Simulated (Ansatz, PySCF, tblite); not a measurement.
Potential energy curve for SMILES [BH3-][SH2+]. The B1–S5 bond (B1 also carries H, H, H; S5 carries H, H) is varied alone, starting from the PBE0/def2-TZVP optimised geometry.

Levels of theory: GFN2-xTB, 300 K electronic temperature (tblite); UKS-PBE0 = unrestricted PBE0/def2-TZVP (PySCF); UMP2/6-31G* = unrestricted MP2 (frozen core)/6-31G*, spherical d (PySCF); RKS-PBE = restricted PBE/def2-TZVP (Ansatz, an electronic-structure program).

Energies are in eV, each relative to the lowest point of its own curve near equilibrium.

```tsv
R / Å	GFN2-xTB	UKS-PBE0	UMP2/6-31G*	RKS-PBE
1.58	1.610	1.410	1.730	1.411
1.69	0.667	0.580	0.769	0.583
1.77	0.307	0.254	0.374	0.258
1.85	0.112	0.081	0.147	0.083
1.92	0.029	0.014	0.044	0.015
1.98	0.000	0.000	0.004	0.000
2.06	0.003	0.024	0.000	0.023
2.11	0.021	0.056	0.017	0.054
2.18	0.059	0.115	0.057	0.112
2.29	0.138	0.227	0.142	0.223
2.46	0.274	0.410	0.290	0.407
2.66	0.422	0.609	0.450	0.609
2.93	0.565	0.820	0.619	0.828
3.26	0.652	0.991	0.759	1.012
3.52	0.677	1.074	0.830	1.106
3.92	0.689	1.148	0.896	1.192
4.32	0.693	1.186	0.932	1.237
4.87	0.696	1.211	0.958	1.267
5.40	0.698	1.223	0.970	1.281
5.88	0.699	1.229	0.976	1.288
```

At the longest distance, 5.88 Å, RKS-PBE lies highest above its minimum (1.288 eV) and GFN2-xTB lowest (0.699 eV).
